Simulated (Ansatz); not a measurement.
Born–Oppenheimer molecular dynamics of H₃IOSeSi (7 atoms, charge 0, multiplicity 1). It starts at the highest image of a converged band. Of that band: Neighbouring images differ by up to 2.6 eV, so the band resolves the path poorly. A vibrational analysis at the climbing image gives one clearly imaginary mode, 1754i cm⁻¹: a first-order saddle point.

The calculation used RKS BHLYP/def2-SVP (Ansatz 0.2.0).

- ensemble: NVE (velocity Verlet)
- time step: 0.5 fs
- steps asked: 200
- starting velocities drawn for: 100 K
- seed: 12374

First frame:

```xyz
7
Properties=species:S:1:pos:R:3
O -0.246 1.363 -0.561
Si -0.127 0.051 0.742
Se 1.979 -0.832 0.728
I -1.695 -1.680 -0.123
H -0.943 1.311 -1.226
H -0.616 1.584 0.667
H 1.709 -1.865 -0.271
```

Problem. How far do the bonds stretch over the last three quarters of this one trajectory? (Pairs bonded in most of those frames.)

Solution. 
```csv
bond,mean (Å),spread (Å),shortest,longest
O1–H5,0.963,0.031,0.90,1.03
O1–H6,0.973,0.060,0.87,1.07
Si2–Se3,2.372,0.081,2.20,2.47
Si2–I4,2.592,0.083,2.39,2.68
Se3–H7,1.464,0.003,1.46,1.47
```

Mean temperature of the second half: 1421 K. The conserved energy stayed within 0.81 meV per atom of its start (net change -0.21 meV per atom), so the integration is sound. The system heated up, since it started high on the potential surface and ran downhill. A run of 0.1 ps of so small a system gives no equilibrium averages. The orbitals stay closed-shell, which can raise the energy where a bond breaks towards radicals; this wasn't checked here.

Run time: 6.3 min on 2 threads of Intel(R) Xeon(R) 6975P-C (Granite Rapids), with other jobs on the host, peak memory 0.29 GiB.
